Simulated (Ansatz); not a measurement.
CH5BF2Si (`C[SiH2]B(F)F`) from Hartree–Fock to CCSD(T)

```xyz
10

C    -1.176   -0.934    0.012
Si   -0.232    0.675    0.168
B     1.755    0.430   -0.204
F     2.276   -0.746   -0.513
F     2.604    1.440   -0.151
H    -0.795   -1.675    0.718
H    -1.077   -1.345   -0.994
H    -2.238   -0.783    0.216
H    -0.750    1.693   -0.789
H    -0.369    1.245    1.538
```

Charge 0, multiplicity 1. All single points use the PBE0-D4/def2-TZVP geometry. It is one conformer, not always the lowest. Frozen core, restricted reference, the Gaussian-basis code of Ansatz. CBS rows extrapolate triple and quadruple zeta; past MP2 they add the triple-zeta difference.

```json
{"basis": "def2-TZVPP", "HF (Eh)": "-553.52661", "MP2 corr.": "?", "CCSD corr.": "-0.92956", "(T)": "?", "CCSD(T) total": "?"}
{"basis": "def2-QZVPP", "HF (Eh)": "-553.54748", "MP2 corr.": "-0.96646", "CCSD corr.": "–", "(T)": "–", "CCSD(T) total": "–"}
{"basis": "CBS(def2)", "HF (Eh)": "?", "MP2 corr.": "?", "CCSD corr.": "-1.06035", "(T)": "as TZ", "CCSD(T) total": "?"}
```

Fill in the withheld values. (Estimate.)

Computed: def2-TZVPP MP2 corr.: -0.89133; def2-TZVPP (T): -0.03015; def2-TZVPP CCSD(T) total: -554.48632; CBS(def2) HF (Eh): -553.55035; CBS(def2) MP2 corr.: -1.02212; CBS(def2) CCSD(T) total: -554.64085.
